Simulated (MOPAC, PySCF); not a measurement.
C4H8Si2, SMILES `[SiH]1(C=CC=C1)[SiH3]`, neutral singlet in the gas phase. 

Cartesian coordinates (Å):
```xyz
14

Si     2.3863    -0.2139     0.1041
Si     0.2956     0.1659    -0.8862
C     -0.6929     1.4228     0.0789
C     -1.7217     0.7616     0.6413
C     -1.8384    -0.6782     0.3349
C     -0.9059    -1.2052    -0.4804
H      3.2600     0.9782    -0.0341
H      2.2019    -0.5059     1.5458
H      3.0706    -1.3668    -0.5332
H      0.4463     0.4616    -2.3331
H     -0.5161     2.4752     0.2490
H     -2.4492     1.2305     1.2962
H     -2.6505    -1.2538     0.7676
H     -0.8991    -2.2499    -0.7565
```
Charge 0, multiplicity 1.

All levels are single points at this geometry (B3LYP-D3(BJ)/def2-TZVP); Pople sets use spherical d functions. Orbital energies aren't observables, and empty levels follow the basis.

B3LYP/6-31G* in PySCF gives gap (eV) = 4.93.

Q: Estimate the gap (eV) from each of these levels: B3LYP-D3(BJ)/def2-TZVP in PySCF; PBE-D3(BJ)/def2-TZVP in PySCF; BP86/6-31G* in PySCF; M06-2X/6-31G* in PySCF; PM7 in MOPAC.

A: 
| level | gap (eV) |
|---|---|
| B3LYP-D3(BJ)/def2-TZVP in PySCF | 4.85 |
| PBE-D3(BJ)/def2-TZVP in PySCF | 3.38 |
| BP86/6-31G* in PySCF | 3.41 |
| M06-2X/6-31G* in PySCF | 7.34 |
| PM7 in MOPAC | 9.34 |
